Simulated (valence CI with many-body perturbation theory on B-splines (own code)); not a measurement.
Forbidden lines of Nb XXXVI

Level of theory: valence CI with perturbative core correlation (CI+MBPT): four valence electrons over a frozen Dirac-Fock core [He], radial functions for each j: 11 s, 11 p, 9 d, 7 f, 5 g, 2 h, 1 i, with the one-electron correlation potential Σ1, the two-electron term Σ2, the three-electron term Σ3, Breit, model QED; selected CI, second order for the rest (own B-spline code, finite nucleus).

No measured spectrum was set against this ion. As an estimate, large intervals hold to a few tenths of a per cent, small ones and those within an open d or f shell to about a per cent. Among the levels kept, up to 270 cm⁻¹ of a level comes from second order outside the variational space, and about a tenth of that is noise between levels of different J, which matters for small intervals.

Lines 1 to 41 of 41 in falling wavelength, among levels below 225.70 Ry, chosen from the decays that carry over 1 % of a level's rate. Wavelengths and rates use the calculated energies. Electric multipoles are in the length gauge, E1 and E2 with the static RPA response of the core. S is in atomic units (e²a₀⁴ for E2 and M2, e²a₀⁶ for E3), for M1 in squared Bohr magnetons. Weak lines are less certain than strong ones. Lines between different terms over intervals too small for the method are left out, as are lines whose strength nearly cancels. The highest levels of a list are the least certain.

Levels are named by their leading jj configuration (3d3/2^4 stands for four electrons in 3d with j = 3/2), which in mixed levels can hold well under half, so a name can repeat and another be missing. Letters in brackets count levels of one name in rising energy.

| λ vac (Å) | Upper | Lower | Type | A (s⁻¹) | S (a.u.) |
| --- | --- | --- | --- | --- | --- |
| 1033 | (2s^2 2p1/2 2p3/2) J=2 | (2s^2 2p1/2 2p3/2) J=1 | M1 | 5.37e+03 | 1.10e+00 |
| 134.3 | (2s^2 2p1/2 2p3/2) J=1 | (2s^2 2p1/2^2) J=0 | M1 | 5.57e+06 | 1.50e+00 |
| 123.1 | (2s^2 2p3/2^2) J=2 | (2s^2 2p1/2 2p3/2) J=2 | M1 | 5.30e+06 | 1.83e+00 |
| 118.9 | (2s^2 2p1/2 2p3/2) J=2 | (2s^2 2p1/2^2) J=0 | E2 | 2.52e+03 | 2.67e-04 |
| 110.0 | (2s^2 2p3/2^2) J=2 | (2s^2 2p1/2 2p3/2) J=1 | M1 | 5.68e+06 | 1.40e+00 |
| 88.00 | (2s^2 2p3/2^2) J=0 | (2s^2 2p1/2 2p3/2) J=1 | M1 | 1.92e+07 | 4.84e-01 |
| 5.001 | (2s^2 2p3/2 3d5/2) J=4 | (2s 2p3/2^3) J=2 | E2 | 2.74e+08 | 6.89e-06 |
| 4.843 | (2s^2 2p3/2 3d5/2) J=4 | (2s 2p1/2 2p3/2^2) J=2 [b] | E2 | 2.14e+08 | 4.57e-06 |
| 4.763 | (2s^2 2p3/2 3d5/2) J=4 | (2s 2p1/2 2p3/2^2) J=3 | E2 | 2.80e+08 | 5.51e-06 |
| 4.745 | (2s 2p1/2 2p3/2 3p3/2) J=4 | (2s 2p1/2 2p3/2^2) J=2 [b] | E2 | 8.40e+08 | 1.62e-05 |
| 4.721 | (2s^2 2p3/2 3d5/2) J=4 | (2s 2p1/2 2p3/2^2) J=2 [a] | E2 | 1.06e+08 | 2.00e-06 |
| 4.718 | (2s^2 2p3/2 3p1/2) J=2 | (2s^2 2p3/2^2) J=0 | E2 | 1.06e+10 | 1.11e-04 |
| 4.696 | (2s^2 2p1/2 3p1/2) J=1 | (2s^2 2p1/2 2p3/2) J=2 | E2 | 3.60e+10 | 2.21e-04 |
| 4.691 | (2s 2p1/2^2 3p1/2) J=0 | (2s 2p1/2^2 2p3/2) J=2 | E2 | 6.26e+10 | 1.27e-04 |
| 4.675 | (2s^2 2p1/2 3p1/2) J=1 | (2s^2 2p1/2 2p3/2) J=1 | E2 | 3.45e+10 | 2.06e-04 |
| 4.672 | (2s^2 2p3/2 3p1/2) J=1 | (2s^2 2p3/2^2) J=2 | E2 | 4.08e+10 | 2.43e-04 |
| 4.668 | (2s 2p1/2 2p3/2 3p3/2) J=4 | (2s 2p1/2 2p3/2^2) J=3 | E2 | 1.39e+10 | 2.47e-04 |
| 4.668 | (2s^2 2p3/2 3p1/2) J=2 | (2s^2 2p3/2^2) J=2 | E2 | 4.70e+10 | 4.65e-04 |
| 4.662 | (2s^2 2p1/2 3p1/2) J=0 | (2s^2 2p1/2 2p3/2) J=2 | E2 | 6.24e+10 | 1.23e-04 |
| 4.655 | (2s 2p1/2 2p3/2 3p3/2) J=0 [b] | (2s 2p1/2 2p3/2^2) J=2 [b] | E2 | 2.45e+10 | 4.78e-05 |
| 4.634 | (2s^2 2p1/2 3p3/2) J=1 | (2s^2 2p1/2 2p3/2) J=2 | E2 | 1.59e+10 | 9.12e-05 |
| 4.633 | (2s^2 2p3/2 3p3/2) J=3 | (2s^2 2p3/2^2) J=2 | E2 | 2.27e+10 | 3.03e-04 |
| 4.631 | (2s^2 2p3/2 3p3/2) J=1 | (2s^2 2p3/2^2) J=2 | E2 | 2.64e+10 | 1.50e-04 |
| 4.629 | (2s 2p1/2^2 3p3/2) J=2 | (2s 2p1/2^2 2p3/2) J=2 | E2 | 2.43e+10 | 2.30e-04 |
| 4.629 | (2s^2 2p1/2 3p3/2) J=2 | (2s^2 2p1/2 2p3/2) J=2 | E2 | 2.34e+10 | 2.22e-04 |
| 4.613 | (2s^2 2p1/2 3p3/2) J=1 | (2s^2 2p1/2 2p3/2) J=1 | E2 | 1.79e+10 | 9.99e-05 |
| 4.608 | (2s^2 2p1/2 3p3/2) J=2 | (2s^2 2p1/2 2p3/2) J=1 | E2 | 1.09e+10 | 1.01e-04 |
| 4.588 | (2s 2p1/2 2p3/2 3d5/2) J=5 | (2s 2p1/2 2p3/2^2) J=3 | M2 | 6.05e+08 | 1.21e-05 |
| 4.583 | (2s^2 2p3/2 3p3/2) J=0 | (2s^2 2p3/2^2) J=2 | E2 | 7.94e+10 | 1.43e-04 |
| 4.561 | (2s^2 2p3/2 3d5/2) J=4 | (2s 2p1/2^2 2p3/2) J=2 | E2 | 4.22e+08 | 6.70e-06 |
| 4.547 | (2s^2 2p3/2 3d5/2) J=4 | (2s^2 2p3/2^2) J=2 | M2 | 5.58e+08 | 8.72e-06 |
| 4.542 | (2s 2p1/2 2p3/2 3p3/2) J=0 [b] | (2s 2p1/2 2p3/2^2) J=2 [a] | E2 | 1.60e+10 | 2.77e-05 |
| 4.474 | (2s 2p1/2 2p3/2 3p3/2) J=4 | (2s 2p1/2^2 2p3/2) J=2 | E2 | 4.05e+10 | 5.83e-04 |
| 4.465 | (2s^2 2p3/2 3p3/2) J=3 | (2s^2 2p1/2 2p3/2) J=2 | E2 | 1.86e+10 | 2.06e-04 |
| 4.463 | (2s^2 2p3/2 3p3/2) J=1 | (2s^2 2p1/2 2p3/2) J=2 | E2 | 2.43e+10 | 1.15e-04 |
| 4.455 | (2s^2 2p1/2 3p3/2) J=2 | (2s^2 2p1/2^2) J=0 | E2 | 3.06e+10 | 2.40e-04 |
| 4.446 | (2s^2 2p3/2 3p3/2) J=3 | (2s^2 2p1/2 2p3/2) J=1 | E2 | 2.17e+10 | 2.36e-04 |
| 4.418 | (2s^2 2p3/2 3p3/2) J=0 | (2s^2 2p1/2 2p3/2) J=2 | E2 | 3.59e+10 | 5.39e-05 |
| 4.400 | (2s 2p1/2 2p3/2 3d5/2) J=5 | (2s 2p1/2^2 2p3/2) J=2 | E3 | 6.66e+07 | 7.43e-05 |
| 4.385 | (2s^2 2p3/2 3d5/2) J=4 | (2s^2 2p1/2 2p3/2) J=2 | M2 | 1.42e+08 | 1.84e-06 |
| 4.243 | (2s 2p1/2 2p3/2 3d3/2) J=4 | (2s^2 2p1/2 2p3/2) J=2 | E2 | 3.63e+10 | 4.01e-04 |
